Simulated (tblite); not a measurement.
Compound: C5H8F3PS.
Atom-mapped SMILES: `[CH3:1][CH2:2][CH2:3][P@H:4](=[S:5])[C:6]([F:7])=[C:8]([F:9])[F:10]` (hydrogens: H11, H12, H13 on C1; H14, H15 on C2; H16, H17 on C3; H18 on P4)

Cartesian coordinates in Å at the GFN2-xTB level; atoms count from 1:
```xyz
18
C5H8F3PS angstrom
C     -2.275   -0.666   -0.655
C     -2.005    0.377    0.419
C     -0.576    0.899    0.330
P      0.623   -0.472    0.579
S      0.358   -1.651    2.078
C      2.211    0.452    0.667
F      2.200    1.575    1.401
C      3.354   -0.059    0.224
F      4.566    0.443    0.344
F      3.363   -1.176   -0.491
H     -3.305   -1.008   -0.606
H     -2.091   -0.261   -1.648
H     -1.623   -1.529   -0.502
H     -2.701    1.211    0.320
H     -2.154   -0.074    1.404
H     -0.381    1.626    1.127
H     -0.378    1.371   -0.636
H      0.805   -1.050   -0.680
```

Computed with GFN2-xTB (tblite): harmonic, unscaled wavenumbers at the GFN2-xTB geometry, gas phase. The method is semi-empirical: single wavenumbers can be off by several per cent or more. Modes of hydrogen on phosphorus can be 10 to 20 % off. One conformer, not necessarily the lowest.

Harmonic wavenumbers (cm⁻¹): 27.7, 55.4, 75.1, 96.7, 121.2, 134.0, 184.0, 188.3, 239.5, 270.8, 297.2, 380.4, 386.8, 447.2, 453.9, 469.9, 624.8, 656.9, 721.5, 775.9, 822.3, 873.6, 894.1, 938.9, 1002.4, 1018.0, 1052.0, 1111.3, 1154.2, 1179.5, 1205.7, 1222.4, 1264.0, 1334.7, 1399.9, 1412.8, 1475.4, 1488.0, 1496.0, 1728.1, 2235.9, 2922.9, 2942.7, 2970.4, 2980.2, 2989.4, 3027.1, 3050.8.

A = 1549, B = 537.4, C = 505.1 MHz; mass 188.004 u (most abundant isotopes); point group C1, symmetry number 1.

**Question.** What is the zero-point energy?

**Answer.** Half the sum of the wavenumbers: 26900 cm⁻¹ = 321.79 kJ/mol.

**Question.** Give the ideal-gas entropy at 298.15 K and 1 bar in the rigid-rotor, harmonic-oscillator model (classical rotation).

**Answer.** Translation 174.16, rotation 129.76, vibration 168.84: S = 472.8 J/(mol K).

**Question.** And Cp and H(298.15 K) − H(0)?

**Answer.** Cp = 184.36 J/(mol K), of which vibrations give 151.10 (their classical limit is 48 R = 399.1); H(298.15 K) − H(0) = 34.92 kJ/mol without the zero-point energy, 25.00 from vibrations.

**Question.** Which modes carry the vibrational entropy at 298.15 K?

**Answer.** 27.7 cm⁻¹: 25.05; 55.4 cm⁻¹: 19.31; 75.1 cm⁻¹: 16.80; 96.7 cm⁻¹: 14.73; 121.2 cm⁻¹: 12.89; 134.0 cm⁻¹: 12.08 J/(mol K); the other 42 give 67.98 together.

**Question.** What must be added to the electronic energy to get the Gibbs energy at 298.15 K and 1 bar?

**Answer.** ZPE + [H(298.15 K) − H(0)] − T·S = 321.79 + 34.92 − 140.95 = 215.76 kJ/mol.

**Question.** Blend soft modes into free rotors: weight 1/[1 + (100 cm⁻¹/ν̃)⁴] for the oscillator and the rest for a rotor with moment μB/(μ + B), μ = h/(8π²ν), B = 10⁻⁴⁴ kg m². What vibrational entropy results?

**Answer.** 151.64 J/(mol K) in place of 168.84, which changes −T·S at 298.15 K by +5.13 kJ/mol.

**Question.** How do the functions run with temperature in this model?

**Answer.** 
```csv
T (K),S (J/(mol K)),Cp (J/(mol K)),H − H(0) (kJ/mol),G − H(0) (kJ/mol),ln q(vib)
50,268.3,67.2,2.40,-11.01,1.08
100,324.9,98.1,6.57,-25.91,2.98
373.15,517.3,212.9,49.83,-143.19,12.70
500,585.5,253.6,79.52,-213.21,16.66
750,699.7,308.9,150.40,-374.35,23.79
1000,793.7,343.7,232.29,-561.37,30.12
```

q(vib) and H(0) count from the zero-point level.

Hindered rotation and anharmonicity are outside this model. Other conformers, if any are populated, would add a mixing term that is left out. The structure is chiral; the term R ln 2 for an equal mix with its mirror image is left out.
